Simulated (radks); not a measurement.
Isoelectronic series with 5 electrons, each ion in its NIST ground configuration. Calculated with a radial shooting solver on a logarithmic mesh with Libxc functionals: Dirac Kohn-Sham, PBE, spin-unpolarised, spherical densities, finite nucleus; open shells fill j = l - 1/2 first; Fermi nuclear charge, rms radius of each element as measured or else 0.836 A^(1/3) + 0.57 fm. Total energies (hartree) and orbital eigenvalues (eV):

[
 {"ion": "B", "configuration": "[He] 2s2 2p1", "E (hartree)": "-24.60328", "2p1/2": "-3.6079", "2s1/2": "-9.4419", "1s1/2": "-180.5844"},
 {"ion": "C+", "configuration": "[He] 2s2 2p1", "E (hartree)": "-37.36595", "2p1/2": "-17.0100", "2s1/2": "-25.7559", "1s1/2": "-288.3815"},
 {"ion": "N2+", "configuration": "[He] 2s2 2p1", "E (hartree)": "-52.89395", "2p1/2": "-37.5263", "2s1/2": "-49.1551", "1s1/2": "-423.8433"},
 {"ion": "O3+", "configuration": "[He] 2s2 2p1", "E (hartree)": "-71.18565", "2p1/2": "-64.9902", "2s1/2": "-79.4823", "1s1/2": "-586.7725"},
 {"ion": "F4+", "configuration": "[He] 2s2 2p1", "E (hartree)": "-92.24251", "2p1/2": "-99.3497", "2s1/2": "-116.6926", "1s1/2": "-777.1171"},
 {"ion": "Ne5+", "configuration": "[He] 2s2 2p1", "E (hartree)": "-116.06736", "2p1/2": "-140.5852", "2s1/2": "-160.7717", "1s1/2": "-994.8706"},
 {"ion": "Mg7+", "configuration": "[He] 2s2 2p1", "E (hartree)": "-172.03655", "2p1/2": "-243.6686", "2s1/2": "-269.5355", "1s1/2": "-1512.678"},
 {"ion": "Al8+", "configuration": "[He] 2s2 2p1", "E (hartree)": "-204.19025", "2p1/2": "-305.5250", "2s1/2": "-334.2339", "1s1/2": "-1812.797"},
 {"ion": "Si9+", "configuration": "[He] 2s2 2p1", "E (hartree)": "-239.13053", "2p1/2": "-374.2699", "2s1/2": "-405.8246", "1s1/2": "-2140.450"},
 {"ion": "P10+", "configuration": "[He] 2s2 2p1", "E (hartree)": "-276.86349", "2p1/2": "-449.9158", "2s1/2": "-484.3219", "1s1/2": "-2495.687"},
 {"ion": "S11+", "configuration": "[He] 2s2 2p1", "E (hartree)": "-317.39572", "2p1/2": "-532.4773", "2s1/2": "-569.7418", "1s1/2": "-2878.565"},
 {"ion": "Cl12+", "configuration": "[He] 2s2 2p1", "E (hartree)": "-360.73435", "2p1/2": "-621.9712", "2s1/2": "-662.1023", "1s1/2": "-3289.145"},
 {"ion": "Ar13+", "configuration": "[He] 2s2 2p1", "E (hartree)": "-406.88705", "2p1/2": "-718.4159", "2s1/2": "-761.4231", "1s1/2": "-3727.495"},
 {"ion": "K14+", "configuration": "[He] 2s2 2p1", "E (hartree)": "-455.86203", "2p1/2": "-821.8315", "2s1/2": "-867.7254", "1s1/2": "-4193.686"},
 {"ion": "Ca15+", "configuration": "[He] 2s2 2p1", "E (hartree)": "-507.66798", "2p1/2": "-932.2400", "2s1/2": "-981.0324", "1s1/2": "-4687.796"},
 {"ion": "Sc16+", "configuration": "[He] 2s2 2p1", "E (hartree)": "-562.31416", "2p1/2": "-1049.665", "2s1/2": "-1101.368", "1s1/2": "-5209.908"},
 {"ion": "Ti17+", "configuration": "[He] 2s2 2p1", "E (hartree)": "-619.81042", "2p1/2": "-1174.132", "2s1/2": "-1228.760", "1s1/2": "-5760.108"}
]
